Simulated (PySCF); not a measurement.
Molecule: C₄H₅SSi, net charge 0, doublet state. It need not be the lowest isomer of its formula. 
Coordinates optimised at B3LYP-D3(BJ)/def2-TZVP (Ansatz):
SMILES: [SiH3]c1[c]ccs1
```xyz
11

Si    -2.2357    -0.2876    -0.0208
C     -0.3829    -0.2215    -0.1345
C      0.4700    -1.0094    -0.8207
C      1.8530    -0.7566    -0.7522
C      2.0736     0.3227     0.0605
S      0.6104     0.9679     0.6927
H     -2.6974    -1.4422    -0.8192
H     -2.8339     0.9606    -0.5476
H     -2.6618    -0.4449     1.3888
H      2.6252    -1.3175    -1.2552
H      3.0188     0.7725     0.3218
```
Charge 0, spin multiplicity 2.

Dispersion corrections to the total energy (kcal/mol) from the dftd3 and dftd4 libraries through PySCF: D3(BJ) without and D4 with the three-body term, each with the damping fitted for the functional named.

| functional | D3(BJ) | D4 |
|---|---|---|
| B3LYP | -13.75 | (withheld) |
| TPSSh | -8.99 | -9.50 |
| B2GP-PLYP | (withheld) | -3.30 |
| BLYP | -16.69 | -17.18 |
| revPBE | -18.52 | -23.36 |
| CAM-B3LYP | -6.40 | -6.70 |
| HF | -61.03 | (withheld) |

### Question
What belongs in the gaps?

### Answer

- B3LYP, D4: -12.64
- B2GP-PLYP, D3(BJ): -5.92
- HF, D4: -27.66
